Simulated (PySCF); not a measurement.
BHO.

```xyz
3

H      0.0000     0.0000    -1.7737
B      0.0000     0.0000    -0.6009
O      0.0000     0.0000     0.5973
```

The structure is a stationary point at PBE0-D3(BJ)/def2-TZVPD.

The numbers are results of KT2/pcSseg-2 (PySCF), not measurements. Non-relativistic, no solvent.

Computed absolute GIAO shielding of each atom: isotropic value and principal components (ppm):
```tsv
atom	σ(iso)	σ11	σ22	σ33	span
H1	29.1	26.1	26.1	35.1	9.0
B2	90.8	27.9	27.9	216.7	188.8
O3	41.7	-143.1	-143.1	411.2	554.3
```
